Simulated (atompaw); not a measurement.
**What one change does to a pseudopotential (cerium (Ce), PAW (atompaw))**

* Element: cerium
* Generator: atompaw 4.2.0.5
* Type: PAW
* Functional: PBE
* Relativity: scalar-relativistic
* Frozen core: [Kr] 4d10
* Valence charge: 12
* Reference configuration: 4f1 5s2 5p6 5d1 6s2 6p0
* Partial waves: 5s (bound); 6s (bound); 5p (bound); 6p (bound, empty); 5d (bound); 5d channel at 0.1 Ry; 4f (bound); 4f channel at 0.65 Ry
* Local potential: vpsmatchnc scheme with l = 4 at -0.5 Ry, radius 2.05 bohr
* Core correction: smooth core density matched at 2.25 bohr
* Augmentation charge: besselshape compensation charge, radius 2.55 bohr; PAW radius 3.00 bohr; waves and projectors: bloechl

All-electron outer shells of the reference configuration (PBE, scalar-relativistic, ld1.x):

| shell | level (eV) | outermost node (bohr) | outermost maximum (bohr) |
| --- | --- | --- | --- |
| 4p | -211.06 | 0.33 | 0.62 |
| 4d | -110.49 | 0.31 | 0.66 |
| 5s | -40.59 | 0.75 | 1.37 |
| 5p | -23.22 | 0.81 | 1.55 |
| 4f | -5.38 | – | 0.71 |
| 6s | -3.74 | 1.82 | 3.72 |
| 5d | -3.06 | 0.92 | 2.15 |
| 6p | -1.35 | 2.16 | 4.90 |

Change: all radii scaled by about 1.30 (s 3.58, p 3.06, d 3.46, f 2.74 bohr); local potential vpsmatchnc scheme with l = 4 at -0.5 Ry, radius 2.66 bohr; augmentation besselshape compensation charge, radius 3.32 bohr; PAW radius 3.90 bohr; waves and projectors: bloechl; core correction smooth core density matched at 2.92 bohr.

Cutoffs: the cutoffs (Ry, on a coarse ladder) from which the occupation-weighted sum of valence levels, in a spherical-Bessel basis at the reference potential, stays within 10 and 1 mRy of its value at 400 Ry; they do not see the model core or the augmentation charge, which bear on the density cutoff.

**Question.** What does the change do?

**Answer.** The potential gets softer (90 Ry and 110 Ry → 45 Ry and 60 Ry); the bound ghost in s disappears. A larger radius leaves more room for a smooth pseudo-wave, so fewer plane waves are needed.

```csv
quantity,base,changed
"cutoff, loose",90 Ry,45 Ry
"cutoff, tight",110 Ry,60 Ry
loose cutoff by channel (10 mRy a level),"s 80 Ry, p 70 Ry, d 12 Ry, f 45 Ry","s 40 Ry, p 35 Ry, d 30 Ry, f 25 Ry"
bound ghosts,s,none
lowest overlap eigenvalue by channel,"s 0.01, p 0.12, d 0.00, f 1.00","s 0.04, p 0.21, d 0.51, f 1.00"
```

 A true bound ghost makes a file unfit for plane-wave use even where its test errors are small: the radial tests pick states by their node count and pass the ghost by. The cutoffs see the waves, projectors and local potential, not the compensation charge or the core.
